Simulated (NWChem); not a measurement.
System: thionyl fluoride (SOF2); SMILES O=S(F)F

The following NWChem deck was run.

```
start job
memory heap 200 mb stack 900 mb global 1100 mb
geometry units angstroms noautoz
  O      0.005986    -1.371071    -0.389891
  S      0.000753    -0.172811     0.403403
  F      1.165575     0.780066    -0.186427
  F     -1.172333     0.769866    -0.186440
end
basis spherical
  * library sto-3g
end
dft
  xc pbe0
  iterations 150
  mulliken
end
task dft energy
```

Excerpt of the output:

```
             Northwest Computational Chemistry Package (NWChem) 7.3.0
             --------------------------------------------------------

 CS  symmetry detected

                             Geometry "geometry" -> ""
                             -------------------------

 Output coordinates in angstroms (scale by  1.889725989 to convert to a.u.)

  No.       Tag          Charge          X              Y              Z
 ---- ---------------- ---------- -------------- -------------- --------------
    1 O                    8.0000    -0.36352222    -1.38328485     0.00000000
    2 S                   16.0000     0.40715732    -0.17034511     0.00000000
    3 F                    9.0000    -0.20035219     0.76621114     1.16896513
    4 F                    9.0000    -0.20035219     0.76621114    -1.16896513

 Effective nuclear repulsion energy (a.u.)     190.8287780799

      Symmetry information
      --------------------

 Group name             Cs
 Group number              2
 Group order               2
 No. of unique centers     3

                                 NWChem DFT Module
                                 -----------------

 Summary of "ao basis" -> "ao basis" (spherical)
 ------------------------------------------------------------------------------
       Tag                 Description            Shells   Functions and Types
 ---------------- ------------------------------  ------  ---------------------
 O                           sto-3g                  3        5   2s1p
 S                           sto-3g                  5        9   3s2p
 F                           sto-3g                  3        5   2s1p

      Symmetry analysis of basis
      --------------------------

        a'         16
        a"          8

            General Information
            -------------------
          SCF calculation type: DFT
          Wavefunction type:  closed shell.
          No. of atoms     :     4
          No. of electrons :    42
           Alpha electrons :    21
            Beta electrons :    21
          Charge           :     0
          Spin multiplicity:     1
          Use of symmetry is: on ; symmetry adaption is: on
          Maximum number of iterations: 150
          AO basis - number of functions:    24
                     number of shells:    14
          Convergence on energy requested:  1.00D-06
          Convergence on density requested:  1.00D-05
          Convergence on gradient requested:  5.00D-04

              XC Information
              --------------
                         PBE0 Method XC Functional
                     Hartree-Fock (Exact) Exchange  0.250
          PerdewBurkeErnzerhof Exchange Functional  0.750
            Perdew 1991 LDA Correlation Functional  1.000 local
           PerdewBurkeErnz. Correlation Functional  1.000 non-local

             Grid Information
             ----------------
          Grid used for XC integration:  medium
          Radial quadrature: Mura-Knowles
          Angular quadrature: Lebedev.
          Tag              B.-S. Rad. Rad. Pts. Rad. Cut. Ang. Pts.
          ---              ---------- --------- --------- ---------
          O                   0.60       49           6.0       434
          S                   1.00       88           5.0       590
          F                   0.50       49           6.0       434
          Grid pruning is: on
          Number of quadrature shells:   186
          Spatial weights used:  Erf1

      Superposition of Atomic Density Guess
      -------------------------------------

 Sum of atomic energies:        -662.89282419

      Non-variational initial energy
      ------------------------------

 Total energy =    -662.940067
 1-e energy   =   -1309.584397
 2-e energy   =     455.815552
 HOMO         =      -0.153043
 LUMO         =       0.284981

      Symmetry analysis of molecular orbitals - initial
      -------------------------------------------------

  Numbering of irreducible representations:

     1 a'          2 a"

  Orbital symmetries:

     1 a'          2 a'          3 a"          4 a'          5 a'
     6 a'          7 a"          8 a'          9 a'         10 a"
    11 a'         12 a'         13 a"         14 a'         15 a'
    16 a'         17 a"         18 a"         19 a'         20 a"
    21 a'         22 a"         23 a'         24 a'

     ---------------------------------------------
      Total Density - Mulliken Population Analysis
     ---------------------------------------------

    Atom       Charge   Shell Charges
 -----------   ------   -------------------------------------------------------
    1 O    8     9.00   2.00  1.89  5.11
    2 S   16    14.05   2.00  1.99  5.94  1.67  2.45
    3 F    9     9.48   2.00  1.95  5.53
    4 F    9     9.48   2.00  1.95  5.53

   convergence    iter        energy       DeltaE   RMS-Dens  Diis-err
 ---------------- ----- ----------------- --------- --------- ---------
 d= 0,ls=0.0,diis     1   -663.8912639809 -8.55D+02  1.32D-01  1.43D+00
 d= 0,ls=0.0,diis     2   -663.4606941321  4.31D-01  9.94D-02  5.54D+00
 d= 0,ls=0.0,diis     3   -664.0400245568 -5.79D-01  4.72D-02  7.90D-01
 d= 0,ls=0.0,diis     4   -664.1789610492 -1.39D-01  9.20D-03  4.84D-02
 d= 0,ls=0.0,diis     5   -664.1866818261 -7.72D-03  4.16D-04  8.44D-05
  Resetting Diis
 d= 0,ls=0.0,diis     6   -664.1866981625 -1.63D-05  5.16D-05  1.89D-06
 d= 0,ls=0.0,diis     7   -664.1866984731 -3.11D-07  2.69D-05  3.56D-08
 d= 0,ls=0.0,diis     8   -664.1866984447  2.84D-08  1.96D-05  2.09D-07
 d= 0,ls=0.0,diis     9   -664.1866984796 -3.50D-08  1.23D-06  1.83D-10

         Total DFT energy =     -664.186698479650
      One electron energy =    -1304.891546093280
           Coulomb energy =      505.221961495366
    Exchange-Corr. energy =      -55.345891961672
 Nuclear repulsion energy =      190.828778079936

 Numeric. integr. density =       41.999999778273

                  Occupations of the irreducible representations
                  ----------------------------------------------

                     irrep           alpha         beta
                     --------     --------     --------
                     a'               14.0         14.0
                     a"                7.0          7.0

                       DFT Final Molecular Orbital Analysis
                       ------------------------------------

 Vector   19  Occ=2.000000D+00  E=-2.058256D-01  Symmetry=a'
              MO Center= -1.8D-01,  9.3D-02, -5.3D-15, r^2= 2.4D+00
   Bfn.  Coefficient  Atom+Function         Bfn.  Coefficient  Atom+Function
  ----- ------------  ---------------      ----- ------------  ---------------
    17      0.512564  3 F  px                22      0.512564  4 F  px
     4      0.484931  1 O  py                18      0.273528  3 F  py
    23      0.273528  4 F  py                12     -0.236174  2 S  px
     2     -0.126565  1 O  s                 11     -0.110601  2 S  s
    19      0.108155  3 F  pz                24     -0.108155  4 F  pz

 Vector   20  Occ=2.000000D+00  E=-1.763391D-01  Symmetry=a"
              MO Center= -3.0D-01, -7.6D-01,  1.8D-17, r^2= 1.8D+00
   Bfn.  Coefficient  Atom+Function         Bfn.  Coefficient  Atom+Function
  ----- ------------  ---------------      ----- ------------  ---------------
     5      0.827166  1 O  pz                18      0.359183  3 F  py
    23     -0.359183  4 F  py                14      0.153133  2 S  pz
    19      0.113029  3 F  pz                24      0.113029  4 F  pz
    17     -0.108450  3 F  px                22      0.108450  4 F  px
    10     -0.045001  2 S  pz

 Vector   21  Occ=2.000000D+00  E=-1.332841D-01  Symmetry=a'
              MO Center= -1.8D-01, -7.0D-01, -5.8D-16, r^2= 1.8D+00
   Bfn.  Coefficient  Atom+Function         Bfn.  Coefficient  Atom+Function
  ----- ------------  ---------------      ----- ------------  ---------------
     3      0.759349  1 O  px                11     -0.328695  2 S  s
     4     -0.306906  1 O  py                17      0.283113  3 F  px
    22      0.283113  4 F  px                12     -0.262077  2 S  px
    19     -0.194453  3 F  pz                24      0.194453  4 F  pz
    18     -0.145577  3 F  py                23     -0.145577  4 F  py

 Vector   22  Occ=0.000000D+00  E= 1.559166D-01  Symmetry=a"
              MO Center=  1.1D-01, -1.6D-01, -4.8D-16, r^2= 1.8D+00
   Bfn.  Coefficient  Atom+Function         Bfn.  Coefficient  Atom+Function
  ----- ------------  ---------------      ----- ------------  ---------------
    14      0.903348  2 S  pz                 5     -0.519931  1 O  pz
    18      0.355003  3 F  py                23     -0.355003  4 F  py
    10     -0.254051  2 S  pz                17     -0.245366  3 F  px
    22      0.245366  4 F  px                19      0.219115  3 F  pz
    24      0.219115  4 F  pz                16     -0.197153  3 F  s

 Vector   23  Occ=0.000000D+00  E= 2.053445D-01  Symmetry=a'
              MO Center=  4.1D-03,  1.8D-01,  4.9D-16, r^2= 1.6D+00
   Bfn.  Coefficient  Atom+Function         Bfn.  Coefficient  Atom+Function
  ----- ------------  ---------------      ----- ------------  ---------------
    13      0.692475  2 S  py                12     -0.517133  2 S  px
    19      0.492965  3 F  pz                24     -0.492965  4 F  pz
    11      0.414088  2 S  s                  3      0.331491  1 O  px
    16     -0.258365  3 F  s                 21     -0.258365  4 F  s
    18      0.240857  3 F  py                23      0.240857  4 F  py

[...]
```

Level: PBE0/STO-3G. Structure relaxed at the PBE0/def2-SVP level.
